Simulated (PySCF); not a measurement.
carbon diselenide (CSe₂), SMILES [Se]=C=[Se]. Geometry optimised at ωB97X-D3(BJ)/def2-TZVP.

TDA-PBE/def2-SVPD (PySCF) puts the lowest singlet excitations at 3.35, 3.63, 3.63, 5.87, 5.87, 5.92 eV.

What are the lowest excitation roots from PySCF with ADC(2)/aug-cc-pVDZ? (The exact figures need the calculation; the answer reports its results.)

3.37, 3.43, 3.43, 4.91, 6.21, 6.21 eV. S1 differs by 0.01 eV (second minus first; roots are paired by order, and the bases may differ).
